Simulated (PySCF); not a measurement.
These 3 structures share the formula [C6H14N]+ (charge +1). Computed with PBE0-D3(BJ)/def2-SVP geometry optimisation, gas phase (PySCF). One conformer each; no zero-point energy, no entropy. No frequencies were run at this level. Point groups hold within 0.08 Å.

**Question.** Order them by energy at this level, lowest first, and give relative energies in kJ/mol.
A. `[CH3:1][C@@H:2]1[CH2:3][CH2:4][CH2:5][NH2+:6][CH2:7]1` (charge +1) with C1–C2–C3–C4 -71°, C2–C3–C4–C5 -54°, C3–C4–C5–N6 54°, C4–C5–N6–C7 -57°
B. `[CH3:1][CH2:2][CH2:3][NH+:4]1[CH2:5][CH2:6][CH2:7]1` (charge +1) with C1–C2–C3–N4 60°, C2–C3–N4–C5 69°, C3–N4–C5–C6 136°, N4–C5–C6–C7 -12°, C5–C6–C7–N4 12°, C3–N4–C7–C6 -136°
C. `[CH3:1][N+:2]1([CH3:3])[CH2:4][CH2:5][CH2:6][CH2:7]1` (charge +1) with C1–N2–C4–C5 158°, N2–C4–C5–C6 -39°, C4–C5–C6–C7 26°, C5–C6–C7–N2 -4°

**Answer.** A (0.0), C (49.9), B (103.5).

As drawn, the highest has a four-membered ring, which the lowest lacks.

```json
{"SMILES": "C[C@@H]1CCC[NH2+]C1", "E (Eh)": "-291.05837", "E rel (kJ/mol)": "0.0", "dipole about centre of mass (D)": "4.35", "point group": "C1", "A, B, C (MHz)": "3486, 2555, 1942"}
{"SMILES": "C[N+]1(C)CCCC1", "E (Eh)": "-291.03936", "E rel (kJ/mol)": "49.9", "dipole about centre of mass (D)": "1.73", "point group": "C1", "A, B, C (MHz)": "4004, 2272, 2139"}
{"SMILES": "CCC[NH+]1CCC1", "E (Eh)": "-291.01897", "E rel (kJ/mol)": "103.5", "dipole about centre of mass (D)": "1.71", "point group": "C1", "A, B, C (MHz)": "5752, 1452, 1377"}
```
